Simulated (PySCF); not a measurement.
**From computed data to an observable: oscillator strength and radiative lifetime**

CH5MgNS, SMILES [S](C)[Mg][NH2].

Coordinates come from a ωB97X-D3(BJ)/def2-SVP optimisation. Other conformers were not sampled.

TDA-CAM-B3LYP/def2-SVPD (PySCF) puts the first singlet state with f over 0.02 at 4.39 eV (vertical), with the transition dipole (-0.428, -0.411, -0.047) in atomic units.

Question: Find the oscillator strength, the wavelength and the radiative lifetime that this transition would have in vacuum if emission retraced absorption.

Answer: 
|μ|² = 0.3543 au, so |μ| = 1.51 D. ΔE = 4.39/27.211 = 0.1613 hartree. f = (2/3) ΔE |μ|² = 0.038 (the program prints 0.038).
λ = 1239.84/4.39 = 282 nm; ν = 35408 cm⁻¹.
Einstein's coefficient A = 0.6670 ν² f s⁻¹ (ν in cm⁻¹) = 3.2e7 s⁻¹, so τ = 1/A = 31 ns. This state is S1. The figure is the radiative limit of this one transition; relaxation, internal conversion, crossing to triplets and a medium change what is measured.
